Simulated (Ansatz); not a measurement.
CH₈BNOSi, SMILES `N[SiH2]CBO`, 13 atoms. Charge 0, multiplicity 1. All runs use 4 threads of an Arm Neoverse V2 on a shared host. Correlated methods freeze the cores.

**Question.** How many basis functions does each run have, and how long does it take in Ansatz? RKS PBE0-D4/def2-TZVP relaxation (15 steps); RHF-MP2/def2-QZVPP energy; RHF-CCSD(T)/def2-SVP energy; RHF-CCSD(T)/def2-TZVPP energy; RKS PBE0-D4/def2-QZVPP energy; RKS PBE0-D4/def2-TZVP frequencies; RKS ωB97M-V/def2-SVP energy; RKS B3LYP-D4/def2-TZVPP energy and forces; RKS PBE-QIDH (frozen core)/def2-TZVPP energy; direct RPA on PBE orbitals/def2-TZVPP energy; RKS PBE0-D4/def2-SVP energy; RKS CAM-B3LYP-D4/def2-TZVPP energy. (An estimate is asked.)

**Answer.** The calculation gave: Other jobs shared the machine, so times are rough.

```csv
level,job,functions,wall time,peak host memory (GiB)
RKS PBE0-D4/def2-SVP,energy,114,1.3 s,0.25
RKS CAM-B3LYP-D4/def2-TZVPP,energy,278,4.1 s,0.78
RKS ωB97M-V/def2-SVP,energy,114,4.8 s,0.35
RKS B3LYP-D4/def2-TZVPP,energy and forces,278,6.5 s,0.8
direct RPA on PBE orbitals/def2-TZVPP,energy,278,7 s,0.71
RKS PBE-QIDH (frozen core)/def2-TZVPP,energy,278,7 s,0.76
RHF-CCSD(T)/def2-SVP,energy,114,7.5 s,0.59
RKS PBE0-D4/def2-QZVPP,energy,538,10 s,2
RHF-MP2/def2-QZVPP,energy,538,33 s,3.8
RKS PBE0-D4/def2-TZVP,relaxation (15 steps),209,57 s,0.53
RKS PBE0-D4/def2-TZVP,frequencies,209,3.1 min,0.58
RHF-CCSD(T)/def2-TZVPP,energy,278,4 min,7.9
```

B3LYP here is the variant with VWN-RPA as its local correlation; programs differ in this.
